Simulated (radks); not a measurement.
Initial-state core-level shifts of the iodine ion I2+ when its valence configuration changes from [Kr] 4d10 5s2 5p3. All-electron calculation, Dirac Kohn-Sham, LDA (Slater exchange, Perdew-Wang correlation), spin-unpolarised, spherical densities, finite nucleus; open shells fill j = l - 1/2 first; Fermi nuclear charge, rms radius 4.75 fm. Program: a radial shooting solver on a logarithmic mesh with Libxc functionals. Shifts are changes of the shell-averaged eigenvalues in eV (positive: less bound); the change of the density at the nucleus, which sets a Mossbauer isomer shift, is in e/bohr^3, on a base of 2.48e+05.

| valence | 2s | 2p | 3s | 3d | density at nucleus |
|---|---|---|---|---|---|
| 4d10 5s1 5p4 | -1.496 | -1.488 | -1.515 | -1.512 | -80.17 |
| 4d9 5s1 5p5 | -11.892 | -11.842 | -11.349 | -11.468 | -59.35 |
| 4d10 5p5 | -2.954 | -2.936 | -2.993 | -2.987 | -163.45 |
| 4d9 5s2 5p4 | -10.456 | -10.416 | -9.895 | -10.016 | +28.12 |
| 4d9.5 5s2 5p3.5 | -5.193 | -5.174 | -4.924 | -4.983 | +13.92 |
| 4d10 5s1.5 5p3.5 | -0.753 | -0.749 | -0.762 | -0.761 | -39.69 |
| 4d8 5s2 5p5 | -21.190 | -21.107 | -19.974 | -20.234 | +57.32 |
